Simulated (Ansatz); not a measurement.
Cost and result for the atomization energy of `BO[SiH](S)Cl` (9 atoms, 8 bonds).

```xyz
9

B    -1.6798   -0.9800    0.3716
O    -0.4148   -0.5916    0.6502
Si    0.6433    0.5562    0.1660
S     2.1977   -0.5082   -0.7948
Cl   -0.2301    1.9075   -1.0973
H    -2.3334   -0.3710   -0.4278
H    -2.1016   -1.9369    0.9540
H     1.0908    1.3066    1.3518
H     2.8279    0.6174   -1.1738
```

Total charge 0; spin multiplicity 1. The structure was optimised at the PBE0-D4/def2-TZVP level. It is one conformer, not always the lowest. Program: Ansatz. All runs use 4 threads of an AMD EPYC 9R45 on a shared host. Times are those of one run each, without the atoms' runs, and a repeat can differ threefold. Electronic energies, without spin–orbit coupling; frozen cores. CCSD(T)/CBS adds CCSD(T) − MP2 in def2-TZVPP to the MP2 limit, and its time is that of the two runs behind it. T1 = 0.012. B3LYP takes the VWN-RPA correlation (the form of Gaussian; ORCA's B3LYP/G).

CCSD(T)/CBS is a level of theory with its own doubt, some kJ/mol a heavy atom from the limit and from the frozen cores, so smaller differences don't rank the functionals.

```
                             level  functions  wall time  atomization (kJ/mol)  difference from CCSD(T)/CBS  per bond
   PBE-D4/def2-TZVPP (with forces)        244     0.95 s                3237.4                         24.8       3.1
                PBE0-D4/def2-TZVPP        244      1.1 s                3195.9                        -16.7      -2.1
r2SCAN-D4/def2-TZVPP (with forces)        244      1.6 s                3232.5                         19.9       2.5
 B3LYP-D4/def2-TZVPP (with forces)        244      1.7 s                3197.2                        -15.4      -1.9
                 B2PLYP/def2-TZVPP        244      1.8 s                3167.5                        -45.1      -5.6
                ωB97X-V/def2-TZVPP        244      2.5 s                3230.0                         17.4       2.2
  ωB97M-V/def2-TZVPP (with forces)        244      3.8 s                3235.5                         22.9       2.9
                    MP2/def2-QZVPP        444      6.5 s                3251.9                         39.3       4.9
                CCSD(T)/def2-TZVPP        244       30 s                3116.0                        -96.6     -12.1
                 CCSD(T)/CBS(def2)          –       36 s                3212.6                          0.0       0.0
```

The D4 term adds +40.7 kJ/mol with B3LYP and +21.4 kJ/mol with PBE0; it sums over pairs of atoms, weighted by their polarisabilities, and B3LYP, whose exchange is more repulsive, gets the larger term. From PBE to PBE0 (25 % exact exchange), in def2-TZVPP and without D4, the atomization energy moves by −37.9 kJ/mol: exact exchange takes away binding that semilocal exchange gives to molecules. In def2-TZVPP, CCSD(T) changes the Hartree–Fock value by +705.5 kJ/mol (the triples alone add +48.3 kJ/mol) and MP2 by +783.7 kJ/mol; breaking electron pairs costs correlation energy, which Hartree–Fock lacks.
